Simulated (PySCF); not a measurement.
Correlation energy of Pm²⁺ (promethium, charge +2)

[Xe] 4f5, one real determinant. Calculation: PySCF 2.14, in cc-pVDZ-X2C; the spin-free X2C one-electron Hamiltonian (Gaussian nucleus). Frozen: [Kr] 4d10; 13 electrons correlated.

| level | correlation energy (mhartree) |
| --- | --- |
| CCSD | -345.07 |
| (T) | -11.53 |
| CCSD(T) | -356.60 |

Diagnostics: T1 = 0.011, D1 = 0.0260, largest double amplitude 0.038.

The real determinant used has ⟨L²⟩ near 24 against 30 for a pure H term, so it mixes terms. Spin-orbit coupling, absent here, splits the open shell strongly.

Cost of the coupled-cluster step: of the order of 18 core-seconds, for 13 correlated electrons.

Iterations:

```
CC2 = 0
CCSD nocc = (np.int64(9), np.int64(4)), nmo = (61, 61)
frozen orbitals [[0, 1, 2, 3, 4, 5, 6, 7, 8, 9, 10, 11, 12, 13, 14, 15, 16, 17, 18, 19, 20, 21, 22], [0, 1, 2, 3, 4, 5, 6, 7, 8, 9, 10, 11, 12, 13, 14, 15, 16, 17, 18, 19, 20, 21, 22]]
max_cycle = 100
direct = 0
conv_tol = 1e-08
conv_tol_normt = 1e-06
diis_space = 8
diis_start_cycle = 0
Init t2, MP2 energy = -0.336034817772749
Init E_corr(UCCSD) = -0.336034817775148
cycle = 1  E_corr(UCCSD) = -0.334042250899795  dE = 0.00199256688  norm(t1,t2) = 0.0599437
cycle = 2  E_corr(UCCSD) = -0.342238834021378  dE = -0.00819658312  norm(t1,t2) = 0.0175247
cycle = 3  E_corr(UCCSD) = -0.343198536856378  dE = -0.000959702835  norm(t1,t2) = 0.00981342
cycle = 4  E_corr(UCCSD) = -0.344398723368584  dE = -0.00120018651  norm(t1,t2) = 0.00545083
cycle = 5  E_corr(UCCSD) = -0.344494059757558  dE = -9.5336389e-05  norm(t1,t2) = 0.00408212
cycle = 6  E_corr(UCCSD) = -0.344539402478086  dE = -4.53427205e-05  norm(t1,t2) = 0.00345564
cycle = 7  E_corr(UCCSD) = -0.345006221163959  dE = -0.000466818686  norm(t1,t2) = 0.00253557
cycle = 8  E_corr(UCCSD) = -0.345078124282429  dE = -7.19031185e-05  norm(t1,t2) = 0.000928627
cycle = 9  E_corr(UCCSD) = -0.345064433714827  dE = 1.36905676e-05  norm(t1,t2) = 0.000313184
cycle = 10  E_corr(UCCSD) = -0.345068399051807  dE = -3.96533698e-06  norm(t1,t2) = 0.000110272
cycle = 11  E_corr(UCCSD) = -0.345071216570147  dE = -2.81751834e-06  norm(t1,t2) = 5.79487e-05
cycle = 12  E_corr(UCCSD) = -0.345070783908758  dE = 4.32661389e-07  norm(t1,t2) = 2.38275e-05
cycle = 13  E_corr(UCCSD) = -0.345070594083648  dE = 1.8982511e-07  norm(t1,t2) = 1.15945e-05
cycle = 14  E_corr(UCCSD) = -0.345070667778468  dE = -7.36948195e-08  norm(t1,t2) = 4.93827e-06
cycle = 15  E_corr(UCCSD) = -0.345070691507243  dE = -2.37287752e-08  norm(t1,t2) = 2.10386e-06
cycle = 16  E_corr(UCCSD) = -0.345070727345352  dE = -3.58381093e-08  norm(t1,t2) = 9.02855e-07
cycle = 17  E_corr(UCCSD) = -0.345070727866107  dE = -5.20754773e-10  norm(t1,t2) = 5.39377e-07
UCCSD converged
E(UCCSD) = -10015.92318399898  E_corr = -0.3450707278661068
UCCSD(T) correction = -0.0115303634673351
```

The reference is one real determinant that mixes LS terms of this configuration.
